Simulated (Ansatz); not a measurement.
```yaml
crystal:
  periodic: [false, false, false]
  atoms:
    - {symbol: C, position_ang: [2.957322, 1.551830, -0.956654]}
    - {symbol: Si, position_ang: [2.404542, -0.141676, -0.318122]}
    - {symbol: C, position_ang: [2.681054, -1.487609, -1.619378]}
    - {symbol: C, position_ang: [3.113531, -0.573158, 1.373655]}
    - {symbol: C, position_ang: [2.056482, -0.665469, 2.237893]}
    - {symbol: C, position_ang: [0.713478, -0.426638, 1.696103]}
    - {symbol: C, position_ang: [0.614542, -0.126108, 0.350671]}
    - {symbol: C, position_ang: [-0.613956, 0.133359, -0.349055]}
    - {symbol: C, position_ang: [-0.712737, 0.435428, -1.694161]}
    - {symbol: C, position_ang: [-2.056319, 0.667622, -2.237380]}
    - {symbol: C, position_ang: [-3.114084, 0.568539, -1.374748]}
    - {symbol: Si, position_ang: [-2.404674, 0.141022, 0.317930]}
    - {symbol: C, position_ang: [-2.947045, -1.555500, 0.957200]}
    - {symbol: C, position_ang: [-2.691710, 1.486230, 1.617721]}
    - {symbol: H, position_ang: [4.036065, 1.549658, -1.216827]}
    - {symbol: H, position_ang: [2.787339, 2.329821, -0.185476]}
    - {symbol: H, position_ang: [2.384866, 1.837569, -1.863215]}
    - {symbol: H, position_ang: [3.751735, -1.559360, -1.902119]}
    - {symbol: H, position_ang: [2.096319, -1.273340, -2.537686]}
    - {symbol: H, position_ang: [2.357299, -2.473701, -1.229900]}
    - {symbol: H, position_ang: [4.149770, -0.737461, 1.705125]}
    - {symbol: H, position_ang: [2.170342, -0.908292, 3.309897]}
    - {symbol: H, position_ang: [-0.166188, -0.492590, 2.361807]}
    - {symbol: H, position_ang: [0.167334, 0.505851, -2.358807]}
    - {symbol: H, position_ang: [-2.169955, 0.912151, -3.308985]}
    - {symbol: H, position_ang: [-4.150568, 0.729583, -1.707011]}
    - {symbol: H, position_ang: [-2.777351, -2.331852, 0.184293]}
    - {symbol: H, position_ang: [-4.024280, -1.558981, 1.223632]}
    - {symbol: H, position_ang: [-2.368302, -1.839135, 1.860367]}
    - {symbol: H, position_ang: [-2.367717, 2.473074, 1.230402]}
    - {symbol: H, position_ang: [-3.764511, 1.555585, 1.892779]}
    - {symbol: H, position_ang: [-2.112644, 1.273550, 2.540039]}
basis:
  gaussian: {orbitals: def2-TZVP}
magnetization: {spin_polarized: true, initial_magnetization: 2}
hamiltonian: {xc: pbe0, dispersion: d4}
scf: {omitted_lower_state_checks: [starts]}
output: {orbitals: {seedname: orbitals}}
```

```sh
$ ansatz run in.yaml --threads 4 --pin off --events-out ev --progress --plain --max-ram 6963MiB
```

(1) Does this run fit into the memory that it is given?

Answers

(1) No. It has 554 basis functions, and Ansatz plans for 10 GiB where 7 GiB are given.
